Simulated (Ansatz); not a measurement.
Total energies of `C[O][In]([O][SiH3])[N](C)C`.

| atom | x (Å) | y (Å) | z (Å) |
| --- | --- | --- | --- |
| C1 | -2.8577 | 0.4927 | -1.1507 |
| O2 | -1.6449 | 1.1520 | -0.8803 |
| In3 | -0.1120 | 0.1918 | -0.0949 |
| O4 | -0.3350 | -1.7477 | 0.2516 |
| Si5 | -1.4751 | -2.8971 | 0.1362 |
| N6 | 1.6756 | 0.9583 | 0.2932 |
| C7 | 1.9810 | 2.3609 | 0.1772 |
| C8 | 2.7111 | 0.1856 | 0.9310 |
| H9 | -3.3497 | 0.1212 | -0.2425 |
| H10 | -3.5356 | 1.2096 | -1.6253 |
| H11 | -2.7394 | -0.3557 | -1.8374 |
| H12 | -0.9387 | -4.1821 | 0.6619 |
| H13 | -1.9030 | -3.1131 | -1.2778 |
| H14 | -2.6971 | -2.5467 | 0.9197 |
| H15 | 1.1750 | 2.9033 | -0.3213 |
| H16 | 2.1430 | 2.8312 | 1.1592 |
| H17 | 2.8972 | 2.5154 | -0.4114 |
| H18 | 3.6526 | 0.2501 | 0.3661 |
| H19 | 2.4335 | -0.8686 | 0.9931 |
| H20 | 2.9192 | 0.5390 | 1.9524 |

Total charge 0; spin multiplicity 1. Correlated methods include outer-core shells of In, which these sets cover unevenly. In: def2 effective core potential. All single points use the PBE0-D4/def2-TZVP geometry. It is one conformer, not always the lowest. Basis def2-TZVPP, Ansatz.

RPA on PBE orbitals: Hartree–Fock energy of these orbitals -802.98167 Eh, correlation -2.60496 Eh (frozen core).

```csv
functional,energy without D4 (Eh),D4 term (kJ/mol)
LDA (SPW92),-802.39801,–
PBE,-806.00041,-45.9
revPBE,-806.42768,-129.7
BLYP,-806.38821,-97.2
r2SCAN,-806.41757,-12.4
B97M-V,-806.42836,–
PBE0,-806.05131,-39.6
B3LYP,-806.65200,-73.1
r2SCANh,-806.38413,-13.2
r2SCAN0,-806.33661,-14.5
HSE06 (plane-wave form),-806.02617,-37.2
BHLYP,-806.28889,-59.3
CAM-B3LYP,-806.39951,-40.7
LC-ωPBE,-806.30120,–
ωB97X-V,-806.38967,–
ωB97M-V,-806.33934,–
B2PLYP,-805.96699,–
PBE-QIDH,-805.72651,–
```

B3LYP takes the VWN-RPA correlation (the form of Gaussian; ORCA's B3LYP/G). HSE06 is the plane-wave form, built on full-range PBE exchange. The double hybrids freeze the cores in their second-order part.

LC-ωPBE has ω = 0.4 bohr⁻¹.
